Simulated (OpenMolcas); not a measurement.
Ru3+ in octahedral coordination: ligands and hosts compared

| Item | Value |
| --- | --- |
| Program | OpenMolcas |
| Method | CASSCF |
| Active space | 5 electrons in 5 orbitals (4d) |
| Spin-orbit coupling | state interaction with AMFI integrals over the reference wave functions |

Distances were set from a Shannon-type radius of the metal (high-spin where two are listed) plus a fixed donor radius (OH 1.33, Br 1.91, Cl 1.76, F 1.31, H2O 1.36, O 1.38 Å), in hosts weighted 0.65 to 0.35 with the host's distance in the model lattice. Anionic complexes are neutralised by point charges, and hosts are embedded clusters. Ligand basis ANO-RCC-VDZP. States (labels of the rotation group of each site). Energies in cm-1 above the lowest state or level, χT in cm3 K/mol; under a threefold ground state the first gap can be a small split of the lowest multiplet, not the spin-orbit step; 10Dq and B are least-squares fits to the states below 45000 cm-1, weighted by degeneracy, with a free offset, and given where the rms deviation is under 5 % of |10Dq| (or 100 cm-1) and under 700 cm-1.

| Ligand or host | R (Å) | Metal basis | Outer charge (e at Å behind ligand) | Ground state | First state of that spin | 10Dq | B (rms of fit) | First gap with spin-orbit (degeneracies) | χT at 300 K | First state of another spin |
| --- | --- | --- | --- | --- | --- | --- | --- | --- | --- | --- |
| OH | 2.01 | ANO-RCC-VDZP | 0.5 at 2.6 | 2S+1 = 2 | 653.9 |  |  | 1795 (2, 2) | 0.628 | 2S+1 = 4: 10939 |
| Cs2NaYBr6 | 2.651 | ANO-RCC-VTZP |  | 6A1 |  |  |  | 1.2 (2, 4) | 4.345 | 2S+1 = 4: 9708 |
| Cs2NaYCl6 | 2.503 | ANO-RCC-VTZP |  | 6A1 |  | 15557 | 673 (605) | 5.2 (2, 4) | 4.327 | 2T2 8343 |
| Cl | 2.44 | ANO-RCC-VTZP | 0.5 at 2.6 | 6A1 |  | 15818 | 670 (607) | 6.9 (2, 4) | 4.319 | 2T2 7518 |
| Cs2NaYF6 | 2.056 | ANO-RCC-VTZP |  | 6A1 |  | 19994 | 794 (199) | 107.1 (2, 4) | 3.995 | 2T2 2408 |
| F | 1.99 | ANO-RCC-VDZP | 0.5 at 2.6 | 2T2 | 2T1 18089 | 21934 | 790 (235) | 2034 (2, 4) | 0.664 | 6A1 1677 |
| KMgF3 | 1.989 | ANO-RCC-VTZP |  | 2T2 | 2A2 19768 | 23594 | 798 (181) | 1996 (2, 4) | 0.636 | 6A1 4901 |
| H2O | 2.04 | ANO-RCC-VDZP |  | 2T2 | 2T1 20366 | 24423 | 778 (290) | 1984 (2, 4) | 0.625 | 6A1 6996 |
| MgO | 2.076 | ANO-RCC-VTZP |  | 2T2 | 2T1 23186 | 26771 | 716 (270) | 1776 (2, 4) | 0.578 | 2S+1 = 4: 13336 |

The rows also differ in their metal basis and outer charges, so part of each step comes from that.

|10Dq| rises in the order Cs2NaYCl6 < Cl < Cs2NaYF6 < F < KMgF3 < H2O < MgO, by a factor of 1.72 from first to last. Hosts and complexes held by bare charges are embedded differently, which, with the errors of the method, can account for most of this spread.

The textbook spectrochemical order of these free ligands is Cl < F < H2O, and the calculation follows it.

Against the free ion in the same method and basis, β = B / B(free) is 673 / 912 = 0.74 for Cs2NaYCl6, 670 / 912 = 0.73 for Cl, 794 / 912 = 0.87 for Cs2NaYF6, 790 / 902 = 0.88 for F, 798 / 912 = 0.88 for KMgF3, 778 / 902 = 0.86 for H2O, 716 / 912 = 0.79 for MgO.

Without dynamic correlation the repulsion within the d shell is too large (B by tens of per cent), so at a given field states of lower spin stand too high. With metal d orbitals alone the field can be off either way by tens of per cent. Ligand-to-metal charge-transfer states are missing. With no ligand orbital active B as a rule stays too high, so bands that hang on it stand too high and its fall with covalency is understated. An orbital doublet at a regular site is open to a Jahn-Teller distortion, which this geometry leaves out (holds for OH). This shell can be high or low spin here, a state of another spin lies low, and with metal d orbitals alone active their balance is uncertain, so the ground spin may be wrong, although the usual error favours high spin (holds for OH; F; KMgF3; H2O). The least metal-like active orbital is 74 % on the metal (Löwdin) and no ligand orbital is active, so the numbers are rough (holds for OH). This shell can be high or low spin here, a state of another spin lies low, and with metal d orbitals alone active their balance is uncertain, so the ground spin may be wrong (holds for Cs2NaYBr6; Cs2NaYCl6; Cl; Cs2NaYF6). The least metal-like active orbital is 79 % on the metal (Löwdin) and no ligand orbital is active, so the numbers are rough (holds for Cs2NaYBr6). The least metal-like active orbital is 82 % on the metal (Löwdin) and no ligand orbital is active, so the numbers are rough (holds for Cs2NaYCl6; F; KMgF3). The least metal-like active orbital is 81 % on the metal (Löwdin) and no ligand orbital is active, so the numbers are rough (holds for Cl). An orbital triplet at a regular site is open to Jahn-Teller coupling, which can distort the site and quench the lowest spin-orbit gaps and is left out (holds for F; KMgF3; H2O; MgO). The least metal-like active orbital is 80 % on the metal (Löwdin) and no ligand orbital is active, so the numbers are rough (holds for H2O). The least metal-like active orbital is 75 % on the metal (Löwdin) and no ligand orbital is active, so the numbers are rough (holds for MgO). No measured value stands beside these numbers; the geometry is a model, was not optimised and need not be the one that this ion takes.

A state without a sure symmetry label is named by its multiplicity alone.
